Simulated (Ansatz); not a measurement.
Frontier orbitals of C5H16GeOSi, SMILES `C[O][GeH2][CH2][Si](C)(C)C`.

```xyz
24

C    -0.2678    0.2306    3.1877
O     0.5118   -0.6401    2.4099
Ge   -0.3388   -1.7833    1.3283
C    -1.0838   -0.8445   -0.2057
Si    0.1025    0.2786   -1.1426
C    -0.7176    0.8045   -2.7456
C     1.6819   -0.6548   -1.5248
C     0.4992    1.7890   -0.1113
H    -0.9922   -0.3087    3.8137
H    -0.8209    0.9567    2.5759
H     0.3986    0.7904    3.8492
H     0.7488   -2.7879    0.9202
H    -1.4430   -2.4628    2.1725
H    -1.9556   -0.2718    0.1267
H    -1.4594   -1.6153   -0.8892
H    -0.9464   -0.0590   -3.3762
H    -0.0672    1.4722   -3.3177
H    -1.6542    1.3354   -2.5543
H     1.4792   -1.5824   -2.0673
H     2.2239   -0.9121   -0.6109
H     2.3470   -0.0466   -2.1440
H     1.1575    2.4690   -0.6590
H    -0.4059    2.3441    0.1507
H     1.0025    1.4988    0.8139
```

Total charge 0; spin multiplicity 1. Correlated methods include outer-core shells of Ge, which these sets cover unevenly. Scalar relativity is left out up to krypton. The geometry is a stationary point of PBE0-D4/def2-TZVP. It is one conformer, not always the lowest. Basis def2-TZVPP, Ansatz.

Orbital energies of one run (eV). Highest occupied ones, from the top: -9.85, -10.64, -10.72, -10.82, -10.96, -11.80, -12.33, -13.17, -13.29, -13.54, -13.83, -14.01, -14.20, -14.38. Empty: 2.51, 2.77, 3.35, 3.52, 3.68, 4.05.

(1) Which functional gave them?
A. r2SCANh
B. BLYP
C. ωB97X-V
D. r2SCAN0

Results:

(1) C. HOMO energies: ωB97X-V -9.85, BLYP -5.88, r2SCANh -6.84, r2SCAN0 -7.67 eV.
